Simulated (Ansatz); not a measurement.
Computed with Ansatz on PBE0-D4/def2-TZVP structures; ΔE is electronic, products minus reactants. CCSD(T)/CBS adds triple-zeta CCSD(T) − MP2 to the extrapolated MP2 energy (def2 sets, frozen cores). This one scheme is used for every species. Functionals use def2-TZVPP. B3LYP here is the variant with VWN-RPA as its local correlation; programs differ in this. HSE06 is defined as in plane-wave codes. Each species was taken in one conformer, which may not be the lowest.

Consider the cleavage of the B–Si bond: `B[Si](C)(N)O` + `N=C=N` → `BN=C=N` + `C[SiH](N)O`.

```json
{"level": "PBE0-D4", "ΔE (kcal/mol)": "-35.1", "difference from CCSD(T)/CBS": "-0.5"}
{"level": "B3LYP-D4", "ΔE (kcal/mol)": "-36.7", "difference from CCSD(T)/CBS": "-2.1"}
{"level": "r2SCAN0-D4", "ΔE (kcal/mol)": "-36.5", "difference from CCSD(T)/CBS": "-1.9"}
{"level": "PBE-QIDH", "ΔE (kcal/mol)": "-36.0", "difference from CCSD(T)/CBS": "-1.4"}
{"level": "PBE", "ΔE (kcal/mol)": "-35.4", "difference from CCSD(T)/CBS": "-0.8"}
{"level": "B3LYP", "ΔE (kcal/mol)": "-37.7", "difference from CCSD(T)/CBS": "-3.1"}
{"level": "HSE06", "ΔE (kcal/mol)": "-35.8", "difference from CCSD(T)/CBS": "-1.2"}
{"level": "BHLYP", "ΔE (kcal/mol)": "-38.0", "difference from CCSD(T)/CBS": "-3.4"}
{"level": "LC-ωPBE", "ΔE (kcal/mol)": "-34.7", "difference from CCSD(T)/CBS": "-0.1"}
{"level": "HF/def2-SVP", "ΔE (kcal/mol)": "-40.0", "difference from CCSD(T)/CBS": "-5.4"}
{"level": "CCSD/def2-SVP", "ΔE (kcal/mol)": "-38.6", "difference from CCSD(T)/CBS": "-4.0"}
{"level": "CCSD(T)/def2-TZVPP", "ΔE (kcal/mol)": "-34.6", "difference from CCSD(T)/CBS": "0.0"}
{"level": "HF/def2-QZVPP", "ΔE (kcal/mol)": "-37.4", "difference from CCSD(T)/CBS": "-2.8"}
{"level": "MP2/def2-QZVPP", "ΔE (kcal/mol)": "-36.8", "difference from CCSD(T)/CBS": "-2.2"}
{"level": "SCS-MP2/def2-QZVPP", "ΔE (kcal/mol)": "-36.3", "difference from CCSD(T)/CBS": "-1.7"}
{"level": "HF/CBS(def2)", "ΔE (kcal/mol)": "-37.4", "difference from CCSD(T)/CBS": "-2.8"}
{"level": "CCSD(T)/CBS", "ΔE (kcal/mol)": "-34.6", "difference from CCSD(T)/CBS": "0"}
```

Largest T1 diagnostic among the species: 0.017.

Leaving LDA and LC-ωPBE aside and taking each functional with its dispersion term where it has one, the values, not all of them listed here, spread over 3.4 kcal/mol, from B2PLYP to revPBE-D4. LDA lies −2.5 kcal/mol from PBE without D4. At CCSD(T), def2-SVP lies −4.2 kcal/mol from the extrapolated value and def2-TZVPP +0.0 kcal/mol. The D4 term adds +1.0 kcal/mol with B3LYP and +0.6 kcal/mol with PBE0; it sums over pairs of atoms, weighted by their polarisabilities, and B3LYP, whose exchange is more repulsive, gets the larger term.
